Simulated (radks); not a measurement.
Cu, 29 electrons, occupied as [Ar] 3d10 4s1. Method: Dirac Kohn-Sham, exchange-only LDA, spin-unpolarised, spherical densities, point nucleus; computed with a radial shooting solver on a logarithmic mesh with Libxc functionals.

Unscreened Slater integrals over Kohn-Sham orbitals (hartree). Large and small components are both included.

\begin{tabular}{lr}
integral & value \\ \hline
F0(4s1/2,4s1/2) & 0.30572 \\
F0(4s1/2,3d5/2) & 0.39502 \\
G2(4s1/2,3d5/2) & 0.049811 \\
F0(4s1/2,3d3/2) & 0.39561 \\
G2(4s1/2,3d3/2) & 0.048711 \\
F0(4s1/2,3p3/2) & 0.40691 \\
G1(4s1/2,3p3/2) & 0.017715 \\
F0(3d5/2,3d5/2) & 0.91199 \\
F2(3d5/2,3d5/2) & 0.39989 \\
F4(3d5/2,3d5/2) & 0.24506 \\
F0(3d5/2,3d3/2) & 0.91714 \\
F2(3d5/2,3d3/2) & 0.40250 \\
G2(3d5/2,3d3/2) & 0.40210 \\
G4(3d5/2,3d3/2) & 0.24649 \\
F0(3d5/2,3p3/2) & 1.0357 \\
F2(3d5/2,3p3/2) & 0.47098 \\
G1(3d5/2,3p3/2) & 0.58117 \\
G3(3d5/2,3p3/2) & 0.34870 \\
F0(3d3/2,3d3/2) & 0.92234 \\
F2(3d3/2,3d3/2) & 0.40515 \\
F0(3d3/2,3p3/2) & 1.0421 \\
F2(3d3/2,3p3/2) & 0.47464 \\
G1(3d3/2,3p3/2) & 0.58549 \\
G3(3d3/2,3p3/2) & 0.35142 \\
F0(3p3/2,3p3/2) & 1.2008 \\
F2(3p3/2,3p3/2) & 0.59639 \\
\end{tabular}
